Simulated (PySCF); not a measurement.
Series SiXY, Y = silyl, computed as singlets and as triplets. Isolated molecules, 0 K electronic values unless said otherwise. One relaxed conformer stands for each flexible species; it need not be the lowest. Strings in code marks are SMILES.

The numbers are results of PBE-D3(BJ)/def2-TZVP // PBE0-D3(BJ)/def2-TZVP (PySCF), not measurements. 

```csv
species,dipole moment (D)
"X = silyl, multiplicity 1 (`[SiH3][Si][SiH3]` (lower singlet))",___
"X = silyl, multiplicity 3 (`[SiH3][Si][SiH3]` (excited triplet))",0.11
"X = cyano, multiplicity 1 (`N#C[Si][SiH3]` (lower singlet))",3.03
"X = cyano, multiplicity 3 (`[Si](C#N)[SiH3]` (excited triplet))",3.94
"X = ethynyl, multiplicity 1 (`C#C[Si][SiH3]` (lower singlet))",1.08
"X = ethynyl, multiplicity 3 (`C#C[Si][SiH3]` (excited triplet))",0.43
"X = mercapto, multiplicity 3 (`[SiH3][Si]S` (excited triplet; Si–Si–S–H torsion 94°))",–
"X = vinyl, multiplicity 1 (`C=C[Si][SiH3]` (lower singlet; C–C–Si–Si torsion 151°))",–
"X = vinyl, multiplicity 3 (`C=C[Si][SiH3]` (excited triplet; C–C–Si–Si torsion 0°))",–
"X = isocyano, multiplicity 1 (`[C-]#[N+][Si][SiH3]` (lower singlet))",___
"X = isocyano, multiplicity 3 (`[C-]#[N+][Si][SiH3]` (excited triplet))",3.60
"X = H, multiplicity 3 (`[SiH][SiH3]` (excited triplet))",0.20
```

Question: What belongs in the gaps?

Answer: 
- X = silyl, multiplicity 1 (`[SiH3][Si][SiH3]` (lower singlet)), dipole moment (D): 0.09
- X = isocyano, multiplicity 1 (`[C-]#[N+][Si][SiH3]` (lower singlet)), dipole moment (D): 2.77
